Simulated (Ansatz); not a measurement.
Two structures of SiNH₆OF, singlet, reached by relaxing down either side of one saddle point (PBE0-D4/def2-TZVP). Energies are electronic, without zero-point energy. Computed with Ansatz 0.2.0 (basis: def2-TZVPP and def2-QZVPP); correlated methods freeze the cores. Extrapolation: Hartree–Fock as exp(−7.88 √X), correlation as X^−2.97. First:

```xyz
10
angstrom
Si -0.0182 0.1381 0.9292
F 1.4810 0.3854 0.4096
H -0.3850 -1.2756 0.6939
H -0.9496 1.1825 0.4754
O 0.0124 0.3877 2.5576
H 0.4685 -0.8533 -2.0375
N -0.1874 -0.1311 -1.7657
H 0.5174 -0.2238 3.0947
H -1.0805 -0.3488 -2.1906
H 0.1411 0.7391 -2.1666
```

Second:

```xyz
10
angstrom
Si -0.8874 0.0423 0.5302
F 2.2076 -0.5529 -0.1188
H -1.3279 -1.3695 0.6596
H -2.0316 0.9720 0.6662
O 0.2093 0.5120 1.6401
H 1.4006 -0.3373 -0.6076
N -0.1298 0.1040 -1.0558
H 1.0983 0.1571 1.5102
H -0.4928 -0.5458 -1.7412
H -0.0463 1.0180 -1.4830
```

(1) Which bonds change from the first to the second?

(2) Give the saddle point's structure and its height above each. (To be estimated.)

T1 diagnostic: at most 0.013.

## Answers

(1) SiH₃OF ([OH][SiH2][F]) + NH₃ → SiNH₅O ([NH2][SiH2][OH]) + HF; bonds formed: Si1–N7, F2–H6; bonds broken: Si1–F2, H6–N7.

(2) Computed: 29.36 kcal/mol above the first and 15.72 kcal/mol above the second (CCSD(T) at an estimated basis limit (MP2 extrapolated from triple and quadruple zeta, plus CCSD(T) − MP2 in triple zeta)).
```
10
angstrom
Si -0.5768 -0.0930 0.5621
F 1.4630 -0.9025 0.2075
H -0.8753 -1.5292 0.7124
H -1.8867 0.6208 0.5477
O 0.2478 0.7896 1.6576
H 0.9496 -0.3323 -0.8733
N -0.0123 0.1788 -1.1872
H 1.1468 0.4439 1.7263
H -0.5353 -0.3262 -1.8929
H 0.0792 1.1501 -1.4603
```

The step is the kind of exchange with an N–H group that builds nitride films in atomic layer and chemical vapour deposition.

Labels in which every atom is bracketed show which atoms are joined, not bond orders.

For scale, one of the runs: CCSD(T)/def2-TZVPP, 219 basis functions (an equivalent command: `ansatz run in.yaml --threads 4`). Time: 68 s of wall clock on 4 CPU threads; the host was shared. Peak host memory: 3.4 GiB.
